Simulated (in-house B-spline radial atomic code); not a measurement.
Values are calculated unless marked as measured or tabulated.
**Weak and strong correlation along the adiabatic connection**

Two-electron singlets in several external potentials (atomic units), by full CI in B-splines with partial waves to l = 8 (correlation energies up to 0.6 % small). The repulsion is scaled by λ at fixed density; W(λ) is the mean repulsion less the Hartree energy, W(0) = E_x, and the area under W from 0 to 1 is E_xc.

Relative drop (W(λ) − E_x)/E_x:

| system | λ = 0.12 | λ = 0.25 | λ = 0.4 | λ = 0.6 | λ = 0.8 | λ = 1 |
| --- | --- | --- | --- | --- | --- | --- |
| empty sphere, radius 6.36 bohr | 0.0500 | 0.0923 | 0.1297 | 0.1667 | 0.1939 | 0.2146 |
| ω²r²/2, ω = 5.63 | 0.0064 | 0.0131 | 0.0206 | 0.0301 | 0.0392 | 0.0479 |
| −Z exp(−kr)/r, Z = 8.31, k = 1.64 | 0.0023 | 0.0048 | 0.0077 | 0.0114 | 0.0151 | 0.0186 |
| −Z exp(−kr)/r, Z = 1.48, k = 0.266 | 0.0187 | 0.0372 | 0.0565 | 0.0794 | 0.0994 | 0.1172 |
| −V exp(−r²/w²), V = 2.04, w = 7.84 | 0.0328 | 0.0628 | 0.0918 | 0.1230 | 0.1481 | 0.1685 |
| −Z exp(−kr)/r, Z = 2.38, k = 0.698 | 0.0104 | 0.0211 | 0.0327 | 0.0472 | 0.0607 | 0.0731 |
| −Z/r, Z = 0.5, wall at 4 bohr | 0.0243 | 0.0475 | 0.0708 | 0.0972 | 0.1193 | 0.1380 |

Task: Order the systems by how far second-order (GL2) theory, half the initial slope (estimated from the first points of each curve), overshoots the correlation energy, least first.
A. −Z/r, Z = 0.5, wall at 4 bohr
B. −V exp(−r²/w²), V = 2.04, w = 7.84
C. −Z exp(−kr)/r, Z = 2.38, k = 0.698
D. −Z exp(−kr)/r, Z = 1.48, k = 0.266
E. ω²r²/2, ω = 5.63
F. empty sphere, radius 6.36 bohr
G. −Z exp(−kr)/r, Z = 8.31, k = 1.64

Result: G (GL2/E_c = 1.03), E (GL2/E_c = 1.09), C (GL2/E_c = 1.14), D (GL2/E_c = 1.25), A (GL2/E_c = 1.36), B (GL2/E_c = 1.48), F (GL2/E_c = 1.72).

Task: What else changes along this order?

Result: The ratio follows the bend of the curve. With it the leading natural occupation goes from 1.999 to 1.835 and −T_c/E_c from 0.97 to 0.58 between the first and the last.
